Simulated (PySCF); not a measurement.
**Adding and removing an electron: PbSe**

ωB97X; basis Pb def2-SVP with ECP60, Se def2-SVP; scalar-relativistic core potentials; PySCF 2.14. Neutral (UKS): singlet (closed shell), Re = 2.395 Å, ωe = 312 cm⁻¹, De = 4.25 eV, HOMO -8.73 eV, LUMO -0.62 eV.

PbSe⁺ (UKS): doublet (π ↑), Re = 2.573 Å, ωe = 242 cm⁻¹. The energies at the minima are -2594.24048 hartree for PbSe and -2593.93370 for PbSe⁺.

Task: Work out the adiabatic ionisation energy, without and with harmonic zero-point energies (1 hartree = 27.2114 eV, 1 eV = 8065.5 cm⁻¹), and the change of the bond length.

Result: At ωB97X: 0.30678 hartree = 8.348 eV between the minima; the zero-point term (242.0 − 312.0)/2 cm⁻¹ = -0.004 eV makes it 8.344 eV. Re changes by +17.8 pm against the neutral. Minus the HOMO energy is 8.73 eV, +0.38 eV from the value between the minima; self-interaction puts the Kohn–Sham level too high, less so with exact exchange. The electron leaves a π orbital; in so polar a molecule the change of length follows mostly from the change of the ionic charges.

These are scalar-relativistic numbers at best; spin–orbit coupling would shift them, the dissociation energy most. States were picked by a PBE0 search and need not be the measured ground states.
